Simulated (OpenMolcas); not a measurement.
Mo I.

- Program: OpenMolcas 26.06
- Method: CASSCF
- Basis: ANO-R1 [6s4p3d1f]
- Scalar Hamiltonian: X2C, finite nucleus
- Active space: 6 electrons in 6 orbitals (4d 5s)
- State averaging: 2S+1 = 7 even, 1 root; 2S+1 = 5 even, 23 roots kept (CI in the orbitals of an earlier block); 2S+1 = 3 even, 30 roots kept (CI in the orbitals of an earlier block); 2S+1 = 1 even, 1 root kept (CI in the orbitals of an earlier block, 0 in the spin-orbit step)
- Spin-orbit coupling: RASSI with atomic mean-field integrals over the reference wave functions, term energies averaged over their components

Levels without dynamic correlation, in cm-1 above 4d5 5s 7S3:

```tsv
Level	E
4d5 5s 5P3	26242
4d5 5s 5S2	16845
4d5 5s 5G4	23047
```

On this reference, MS-CASPT2, IPEA 0.25 Eh, imaginary shift 0.1 Eh (closed shells correlated: 4s 4p) puts 4d5 5s 5P3 at 22400 cm-1.

Estimate the other levels at that method by one scale factor, and say how well it serves.

The factor is 22400 / 26242 = 0.854. Scaled values beside those that MS-CASPT2 gives and measured ones (NIST Handbook of Basic Atomic Spectroscopic Data):
```csv
Level,Scaled,MS-CASPT2,Miss (%),Measured
4d5 5s 5S2,14386,13260,+8.5,10768
4d5 5s 5G4,19682,20740,-5.1,
```
For these levels the scaled values miss MS-CASPT2 by up to 8.5 %, as correlation changes each term by its own factor, spin-orbit parts do not scale and CASPT2 has its own spread within terms. This holds within one configuration; levels of others move differently, and the target method has errors of its own against measurement.

CASPT2 breaks the degeneracy within a term, and the mean is taken; among the terms shown or strongly mixed into the levels shown the widest spread is 540 cm-1 (4d5 5s 5G, MS-CASPT2). Some high roots are left out of the spin-orbit mixing, which shifts the levels that they would mix with. Terms from blocks run as CI alone lack orbitals of their own. Without dynamic correlation excited terms often stand tens of per cent too high (terms of higher spin than the ground term too low), and those without a measured partner can miss by more than the paired ones (holds for CASSCF). Configurations are named by rounded mean occupations; where the s occupation lies near a half they are strongly mixed, a name can repeat and a true partner stay unpaired (holds for MS-CASPT2). Some terms miss by over 15 % even with CASPT2, which points to a basis or an active space too small for the shells correlated (holds for MS-CASPT2). Measured partners are found by configuration, term and J. A level has none where our copy of the source lacks it or the pairing is in doubt (some pairs that miss far off the trend of their configuration count as doubtful), and it then counts in no deviation. Only configurations of the active space appear.
